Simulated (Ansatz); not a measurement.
TiS2⁺, relaxed as a doublet with UKS PBE0-D4/def2-TZVP in Ansatz, starting from the GFN2-xTB geometry. Force threshold 0.02 eV/Å.

The charge 1 doublet is spin-contaminated (final ⟨S²⟩ up to 1.36, 0.75 for a pure state). The relaxation made no stability test and no search for a lower SCF solution. The structure comes from a short search, and lower isomers may exist.

Start:

```xyz
3

Ti    0.4419   -0.2630    2.0101
S     0.6814   -0.1534   -1.2390
S    -1.1233    0.4164   -0.7711
```

```csv
step,energy (eV),largest force component (eV/Å),SCF passes
1,-44764.6252,1.629,68
2,-44765.0955,1.792,33
3,-44765.7559,2.693,29
4,-44766.4797,1.893,30
5,-44766.6936,0.812,34
6,-44766.7213,0.166,26
7,-44766.7222,0.023,28
8,-44766.7222,0.002,20
```

Force components are those of the run's own axes.

End:

Cartesian coordinates in Å:
```
Ti 0.2920 -0.1740 1.3321
S 0.7790 -0.2050 -0.9070
S -1.0710 0.3790 -0.4251
```

By distances, no bond broke or formed. The bond that changes most is Ti1–S3, from 3.26 to 2.29 Å (atoms count from 1).

No frequencies were taken in this run, so the end may be a saddle point.

Hardware: 4 threads of Intel Xeon Platinum 8375C on a shared host. Wall time 12 s.
